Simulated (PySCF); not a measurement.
## Deuteron quadrupole couplings in `C=CC[C@@H]1C=C[C@@H](Cl)[C@H]1[SiH3]`

Compound: C8H13ClSi.
Geometry (GFN2-xTB, Å), atoms numbered from 1 in this order:
```
atom  x, y, z in Å
C1     2.881    0.388   -1.140
C2     2.205   -0.198   -0.169
C3     1.355    0.527    0.825
C4    -0.088    0.008    0.837
C5    -0.204   -1.460    1.126
C6    -1.045   -2.068    0.305
C7    -1.651   -1.101   -0.654
Cl8   -3.354   -0.775   -0.131
C9    -0.796    0.155   -0.525
Si10  -1.755    1.788   -0.747
H11    2.863    1.457   -1.277
H12    3.488   -0.171   -1.832
H13    2.235   -1.274   -0.053
H14    1.783    0.388    1.823
H15    1.350    1.595    0.603
H16   -0.633    0.554    1.619
H17    0.340   -1.922    1.933
H18   -1.335   -3.104    0.324
H19   -1.746   -1.470   -1.676
H20   -0.023    0.083   -1.298
H21   -2.614    1.688   -1.923
H22   -0.752    2.837   -0.964
H23   -2.512    2.100    0.462
```

Level: PBE0/pcSseg-1 (PySCF, non-relativistic); Q(2H) = 0.00286 b; rigid geometry, the same for H and D, with no vibrational averaging.

Task: Rank these positions by the coupling χzz of a deuteron there, largest first.
A. H18 (vinylic hydrogen)
B. H19 (methine hydrogen)
C. H22 (Si–H hydrogen)
D. H13 (vinylic hydrogen)
E. H16 (methine hydrogen)

Result: A (227 kHz), D (216 kHz), B (201 kHz), E (195 kHz), C (108 kHz).

Task: What are Vzz, η and χzz (234.96 MHz × Q × Vzz) at all hydrogens?

Result: 
```tsv
atom	bonded to	bond length (Å)	Vzz (au)	η	χzz (kHz)
H11	C1	1.078	0.3344	0.05	225
H12	C1	1.077	0.3380	0.05	227
H13	C2	1.083	0.3217	0.06	216
H14	C3	1.095	0.2999	0.01	202
H15	C3	1.092	0.3023	0.03	203
H16	C4	1.098	0.2909	0.02	195
H17	C5	1.077	0.3361	0.04	226
H18	C6	1.076	0.3374	0.05	227
H19	C7	1.090	0.2995	0.04	201
H20	C9	1.095	0.2938	0.04	197
H21	Si10	1.460	0.1664	0.02	112
H22	Si10	1.468	0.1610	0.01	108
H23	Si10	1.460	0.1662	0.03	112
```

Task: Average by the element that carries the hydrogen.

Result: on C: 212 kHz over 10 positions, mean bond length 1.086 Å; on Si: 111 kHz over 3 positions, mean bond length 1.462 Å.

Task: How does χzz go with the bond length over the 10 C–H bonds?

Result: A straight-line fit has a slope of -15.1 kHz for each 0.01 Å, with a correlation coefficient of -0.99, over lengths from 1.076 to 1.098 Å. The longer bonds have the smaller couplings here.

Isolated species at its GFN2-xTB geometry (one conformer only). GFN2-xTB bond lengths can be off by several hundredths of an ångström, more for odd bonds, and the gradients follow them. The small basis limits the accuracy of the gradients.
